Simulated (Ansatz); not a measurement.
Stepwise reaction of `[SiH3][GeH2][SiH3]` with hydrogen sulfide, as a gas-phase model of exchange steps in deposition or etching. ΔE in kJ/mol; ΔG adds harmonic PBE0-D4 terms to CCSD(T)/CBS, at 1 bar.

Isolated molecules relaxed with PBE0-D4/def2-TZVP in Ansatz; ΔE leaves out vibrations. CCSD(T)/CBS adds triple-zeta CCSD(T) − MP2 to the extrapolated MP2 energy (def2 sets, frozen cores). This one scheme is used for every species. Functionals use def2-TZVPP. B3LYP here is the variant with VWN-RPA as its local correlation; programs differ in this. For Ge outer-core shells are correlated without core-valence functions, which leaves a few kJ/mol of doubt a bond. Scalar relativity is left out up to krypton. One conformer a species, not always the lowest.

```
step                                                reaction  PBE-D4  B3LYP-D4  ωB97M-V  CCSD(T)/CBS  ΔG(500 K)
   1  `[SiH3][GeH2][SiH3]` + H₂S → `[SiH3][GeH2][SH]` + SiH₄   -15.5     -23.3    -23.6        -20.4      -16.1
   2      `[SiH3][GeH2][SH]` + H₂S → `[SH][GeH2][SH]` + SiH₄   -27.0     -32.3    -33.1        -30.5      -21.2
```

(1) By hand: ΔE of the 2 steps together at CCSD(T)/CBS.

Results:

(1) (-20.4) + (-30.5) = -50.9 kJ/mol, or -25.4 kJ/mol a step.

In ΔE each step is lower than the one before. All are downhill at CCSD(T)/CBS. ΔG lies between -21.2 and -16.1 kJ/mol a step. PBE-D4 differs from CCSD(T)/CBS by 3.5 to 4.9 kJ/mol a step. Isolated molecules leave out the surface, adducts and barriers. Largest T1 diagnostic: 0.012.
